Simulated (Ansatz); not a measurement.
Relaxation of C2H7F2NOSi (14 atoms, charge 0, multiplicity 1), to a largest force component of 0.02 eV/Å in at most 40 steps.

Level of theory: Ansatz, RKS PBE0-D4/6-31G.

```xyz
14
Properties=species:S:1:pos:R:3
Si 0.000 0.000 0.000
O 0.000 0.000 1.680
H -0.909 -0.281 2.017
F 1.499 0.000 -0.529
F -0.749 1.297 -0.529
N -0.857 -1.485 -0.606
C -1.599 -2.340 0.332
H -1.222 -2.174 1.363
H -2.679 -2.087 0.289
H -1.457 -3.405 0.054
C -0.808 -1.831 -2.034
H -1.610 -1.286 -2.575
H 0.179 -1.543 -2.451
H -0.957 -2.924 -2.156
```

Problem. Where does it end, and by what steps?

Solution. It converged. Limits of this set-up: no polarisation functions. After 17 steps the energy has fallen by 0.862 eV; H3 moved furthest, 1.29 Å.

| step | energy less start (eV) | largest force component (eV/Å) | accepted |
| --- | --- | --- | --- |
| 0 | 0.0000 | 4.764 | yes |
| 1 | -0.4280 | 2.618 | yes |
| 2 | -0.6180 | 0.630 | yes |
| 3 | -0.6526 | 0.456 | yes |
| 4 | -0.7098 | 0.315 | yes |
| 5 | -0.7444 | 0.231 | yes |
| 6 | -0.6344 | 2.203 | no |
| 7 | -0.7642 | 0.242 | yes |
| 8 | -0.7776 | 0.637 | yes |
| 9 | -0.8082 | 0.353 | yes |
| 10 | -0.8287 | 0.716 | yes |
| 11 | -0.8542 | 0.095 | yes |
| 12 | -0.8575 | 0.306 | yes |
| 13 | -0.8601 | 0.082 | yes |
| 14 | -0.8617 | 0.049 | yes |
| 15 | -0.8622 | 0.043 | yes |
| 16 | -0.8623 | 0.029 | yes |
| 17 | -0.8624 | 0.006 | yes |

```xyz
14
Properties=species:S:1:pos:R:3
Si -0.160 -0.114 0.049
O -0.012 -0.319 1.705
H 0.147 0.363 2.368
F 1.294 0.133 -0.743
F -0.928 1.363 -0.190
N -0.902 -1.509 -0.602
C -1.803 -2.346 0.181
H -1.793 -2.030 1.226
H -2.831 -2.291 -0.202
H -1.472 -3.392 0.138
C -0.719 -1.898 -1.995
H -1.650 -1.789 -2.568
H 0.056 -1.285 -2.462
H -0.397 -2.946 -2.051
```

Whether the end is a true minimum wasn't checked by a vibrational analysis.

Time of the run: 57 s on 2 threads of Arm Neoverse V2 (shared host), peak memory 0.21 GiB.
